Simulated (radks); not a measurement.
The cerium ion Ce+ inside a hard spherical wall (all orbitals vanish at R), configuration held at [Xe] 4f1 5d2 and not refilled when levels cross. Method: scalar-relativistic Kohn-Sham, LDA (Slater exchange, VWN5 correlation), spin-polarised, spherical densities, finite nucleus; open shells are filled with parallel spins first (spin-orbit coupling, left out, can overturn this in heavy ions); Fermi nuclear charge, rms radius 4.8771 fm; computed with a radial shooting solver on a logarithmic mesh with Libxc functionals. Eigenvalues in eV for spin up, with the zero of energy where the potential of the charges vanishes at infinity; a dash marks a level that is unbound or too diffuse for the functional's potential to be trusted. A positive occupied level is held by the wall or, in an anion where self-interaction has pushed it up, behind a barrier. The pressure on the wall is -dE/dV.

| R (bohr) | E (hartree) | kinetic (hartree) | e(5s) | e(5p) | e(4f) | e(6s, empty) | e(5d) | e(6p, empty) | pressure (GPa) |
|---|---|---|---|---|---|---|---|---|---|
| free | -8853.2828 | 9380.382 | -45.067 | -27.784 | -9.895 | -8.182 | -7.827 | -5.113 | 0 |
| 15 | -8853.2828 | 9380.382 | -45.067 | -27.784 | -9.895 | -8.182 | -7.827 | -5.112 | < 0.0001 |
| 10 | -8853.2826 | 9380.384 | -45.050 | -27.768 | -9.878 | -8.159 | -7.812 | -4.999 | 0.00523 |
| 7 | -8853.2756 | 9380.432 | -44.729 | -27.468 | -9.544 | -7.542 | -7.490 | -3.621 | 0.410 |
| 6 | -8853.2591 | 9380.522 | -44.278 | -27.049 | -9.060 | -6.410 | -6.960 | -1.650 | 1.85 |
| 5 | -8853.2013 | 9380.813 | -43.290 | -26.127 | -7.951 | -3.257 | -5.594 | 3.169 | 9.88 |
| 2.5 | -8847.9382 | 9403.821 | -18.345 | 2.360 | 19.904 | 93.960 | 35.656 | 116.95 | 4300 |
